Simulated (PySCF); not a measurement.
## Working with the constants of SnC⁺

UHF-CCSD(T) constants of SnC⁺, ⁴Σ⁻ (quartet), unpaired electrons σ ↑, π ↑↑ (Sn cc-pVDZ-PP with ECP28, C cc-pVDZ; scalar-relativistic core potentials (PySCF 2.14); masses 119.9022 and 12.0000 u):

```
ωe              : 586.8 cm⁻¹
ωexe            : 3.18 cm⁻¹
Be              : 0.33802 cm⁻¹
αe              : 0.00248 cm⁻¹
D (centrifugal) : 4.49e-07 cm⁻¹
De to Sn⁺ + C   : 2.28 eV
```

(1) Give the vibrational terms G(v) and spacings up to v = 6.

(2) How well does the Morse estimate ωe²/(4ωexe) reproduce De, and what is D0?

Correlated steps freeze 5 core orbitals. Correlated levels converge slowly with the basis: in double zeta they bind strong bonds too weakly, by up to about 1 eV, and carry superposition errors of some tenths. These are scalar-relativistic numbers at best; spin–orbit coupling would shift them, the dissociation energy most. For an ion De counts to the pair picked by the measured ionisation energies or electron affinities, which need not be the lowest pair at this level. The state is the lowest determinant that a PBE0 search found; another state may lie lower at other levels.

Answers

(1) G(v) = ωe(v+½) − ωexe(v+½)².

```json
{"v": "0", "G(v) (cm⁻¹)": "293", "G(v) − G(v−1)": "", "Bv (cm⁻¹)": "0.3368"}
{"v": "1", "G(v) (cm⁻¹)": "873", "G(v) − G(v−1)": "580", "Bv (cm⁻¹)": "0.3343"}
{"v": "2", "G(v) (cm⁻¹)": "1447", "G(v) − G(v−1)": "574", "Bv (cm⁻¹)": "0.3318"}
{"v": "3", "G(v) (cm⁻¹)": "2015", "G(v) − G(v−1)": "568", "Bv (cm⁻¹)": "0.3293"}
{"v": "4", "G(v) (cm⁻¹)": "2576", "G(v) − G(v−1)": "561", "Bv (cm⁻¹)": "0.3269"}
{"v": "5", "G(v) (cm⁻¹)": "3131", "G(v) − G(v−1)": "555", "Bv (cm⁻¹)": "0.3244"}
{"v": "6", "G(v) (cm⁻¹)": "3680", "G(v) − G(v−1)": "549", "Bv (cm⁻¹)": "0.3219"}
```

(2) It gives 3.36 eV, 147 % of the computed De. D0 = De − G(0) = 2.28 − 0.04 = 2.24 eV.
